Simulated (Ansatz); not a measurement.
Computed with Ansatz on PBE0-D4/def2-TZVP structures; ΔE is electronic, products minus reactants. CCSD(T)/CBS is the MP2 limit (def2-TZVPP, def2-QZVPP) plus CCSD(T) − MP2 in def2-TZVPP, frozen cores. Functionals use def2-TZVPP. Elements past krypton have def2 core potentials. For Sc, W outer-core shells are correlated without core-valence functions, which leaves a few kJ/mol of doubt a bond. Scalar relativity is left out up to krypton. One conformer a species, not always the lowest.

Reaction (redistribution): `[O]=[W]([F])(=[S])[Cl]` + `[OH][Sc]([Cl])[Cl]` → `[O]=[W](=[S])([Cl])[Cl]` + `[OH][Sc]([F])[Cl]`

```
                  species  PBE0-D4 energy (Eh)
 `[O]=[W]([F])(=[S])[Cl]`          -1100.41889
     `[OH][Sc]([Cl])[Cl]`          -1756.66689
`[O]=[W](=[S])([Cl])[Cl]`          -1460.69367
      `[OH][Sc]([F])[Cl]`          -1396.39795
```

Problem. Work out ΔE.

Solution. ΔE = (-1460.69367) + (-1396.39795) − (-1100.41889) − (-1756.66689) = -0.00584 Eh = -3.7 kcal/mol. CCSD(T)/CBS gives -4.0 kcal/mol.

Problem. What do rigid-rotor, harmonic-oscillator terms from PBE0-D4/def2-TZVP frequencies (298.15 K, 1 bar) make of the CCSD(T)/CBS value? (An estimate is asked.)

Solution. Computed: ΔZPE = -0.1 kcal/mol, ΔH = -4.1 kcal/mol, ΔS = 5 J/(mol·K), ΔG = -4.5 kcal/mol.

Largest T1 diagnostic among the species: 0.022, so the coupled-cluster value is less sure than usual.

In def2-TZVPP, CCSD(T) changes the Hartree–Fock value by −4.8 kcal/mol (the triples alone add −0.8 kcal/mol) and MP2 by −9.1 kcal/mol. The D4 term adds −0.9 kcal/mol with B3LYP and −0.4 kcal/mol with PBE0; it sums over pairs of atoms, weighted by their polarisabilities, and B3LYP, whose exchange is more repulsive, gets the larger term. Leaving LDA and LC-ωPBE aside and taking each functional with its dispersion term where it has one, the values, not all of them listed here, spread over 3.3 kcal/mol, from PBE-QIDH to B97M-V.

B3LYP here is the variant with VWN-RPA as its local correlation; programs differ in this.
